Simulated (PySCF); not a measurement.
SiBr2Cl2, SMILES Cl[Si](Cl)(Br)Br.

Coordinates come from a B3LYP-D3(BJ)/def2-SVP optimisation.

Two levels are set side by side: TDDFT-PBE/def2-SVPD (PySCF) and TDDFT-M06-2X/def2-SVPD (PySCF). Vertical, same geometry. The lowest singlet is HOMO→LUMO 99 % with PBE and HOMO→LUMO 92 % with the other functional; states are paired by order. Differences are taken from unrounded values.

```tsv
quantity	TDDFT-M06-2X
lowest singlet excitation (eV)	6.07
lowest triplet excitation (TDA) (eV)	5.71
```

### Question
What does TDDFT-PBE give, and how far is it from TDDFT-M06-2X? (Estimate from the structure and the level; the computed values follow.)

### Answer

```
quantity                              TDDFT-PBE  TDDFT-PBE minus TDDFT-M06-2X
------------------------------------  ---------  ----------------------------
lowest singlet excitation (eV)             5.12                         -0.95
lowest triplet excitation (TDA) (eV)       4.82                         -0.89
```

Functionals without exact exchange tend to place singlet excitations lower, as here. Differences between two approximate levels are no errors against the true value.

Rough cost on one machine, each run with all the roots and properties that it gave: TDDFT-M06-2X against TDDFT-PBE about 20 times.
